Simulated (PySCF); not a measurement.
H4Si2, SMILES [SiH][SiH3] (connectivity only; charge and spin as stated), neutral, multiplicity 1. Atoms are numbered in the order given.

```xyz
6

Si     0.1086    -1.3054     0.0000
H     -1.4115    -1.3279     0.0000
Si     0.0036     1.0603     0.0000
H     -0.7433     1.5116     1.2074
H     -0.7433     1.5116    -1.2074
H      1.3269     1.7366     0.0000
```

Coordinates come from a ωB97X-D3(BJ)/def2-TZVP optimisation. The isomer is the one that the SMILES or the coordinates give; other isomers of the formula were not compared.

Method: PBE0/def2-TZVPD (PySCF).

Symmetry labels are those of the subgroup Cs that the program uses (full group Cs).

Computed valence orbital energies around the gap with their symmetry:
| orbital | symmetry | energy (eV) |
|---|---|---|
| HOMO−7 | A' | -99.34 |
| HOMO−6 | A' | -99.33 |
| HOMO−5 | A' | -15.58 |
| HOMO−4 | A' | -13.20 |
| HOMO−3 | A" | -9.89 |
| HOMO−2 | A' | -9.85 |
| HOMO−1 | A' | -8.42 |
| HOMO | A' | -6.64 |
| LUMO | A" | -3.38 |
| LUMO+1 | A' | 0.07 |
| LUMO+2 | A' | 0.25 |
| LUMO+3 | A" | 0.85 |
